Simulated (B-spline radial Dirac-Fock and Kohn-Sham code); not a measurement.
# Two-hole binding energies of Ru⁶⁺

System: the Ru⁶⁺ ion, configuration [Kr] 4d2, inside a Watson sphere of charge -6 and radius 2.4 Å (a model of the Madelung potential; inside it an electron's potential energy is raised by 36.0 eV).

Calculated with a radial B-spline solver, using Dirac-Fock (average of configuration) total-energy differences with a finite nucleus, the Breit interaction including its frequency dependence, and self-energy and vacuum-polarisation corrections. U is the two-hole binding energy less the two single-hole energies, the effective repulsion of the holes after relaxation. Each two-hole energy is an average over J within one jj subconfiguration.

```
          holes  E(a) (eV)  E(b) (eV)  E(ab) (eV)  U (eV)
   1s⁻¹ 2p3/2⁻¹    22188.6     2911.7     25285.1   184.9
   1s⁻¹ 3p1/2⁻¹    22188.6      556.6     22808.0    62.8
   1s⁻¹ 3p3/2⁻¹    22188.6      534.1     22783.0    60.4
   2s⁻¹ 2p3/2⁻¹     3303.0     2911.7      6323.0   108.3
        2p1/2⁻²     3040.7     3040.7      6225.7   144.3
        2p3/2⁻²     2911.7     2911.7      5955.2   131.8
   2s⁻¹ 3p1/2⁻¹     3303.0      556.6      3914.3    54.6
   2s⁻¹ 3p3/2⁻¹     3303.0      534.1      3890.6    53.5
   2p1/2⁻¹ 3s⁻¹     3040.7      658.8      3753.3    53.8
   2s⁻¹ 3d3/2⁻¹     3303.0      353.9      3713.3    56.3
2p3/2⁻¹ 3p1/2⁻¹     2911.7      556.6           ?       ?
2p3/2⁻¹ 3d3/2⁻¹     2911.7      353.9      3322.8    57.1
        3p3/2⁻²      534.1      534.1      1111.6    43.4
        3d3/2⁻²      353.9      353.9       753.9    46.0
```

Question: Give the missing two-hole energy and U.

Answer: E(ab) = 3524.4 eV and U = 56.0 eV.
